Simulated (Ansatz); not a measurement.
Reaction (isomerisation): `C#[C][Al]([CH3])[NH]C` → `C=[C]([AlH2])C(C)=N`

Calculated with Ansatz (gas phase, PBE0-D4/def2-TZVP geometries, no zero-point term in ΔE). CBS: MP2 limit from def2 TZ/QZ plus the TZ coupled-cluster correction, frozen cores. DFT in def2-TZVPP. B3LYP here is the variant with VWN-RPA as its local correlation; programs differ in this. One conformer a species, not always the lowest.

| level | ΔE (eV) |
| --- | --- |
| PBE0 | 1.13 |
| B3LYP | 1.27 |

(1) What does CCSD(T)/CBS give? (Best estimate.)

Largest T1 diagnostic among the species: 0.012.

## Answers

(1) Ansatz gave: +1.31 eV. The listed levels differ from it by -0.18, -0.04 eV.

The D4 term adds −0.10 eV with B3LYP and −0.05 eV with PBE0; it sums over pairs of atoms, weighted by their polarisabilities, and B3LYP, whose exchange is more repulsive, gets the larger term. From PBE to PBE0 (25 % exact exchange), in def2-TZVPP and without D4, ΔE moves by +0.03 eV.
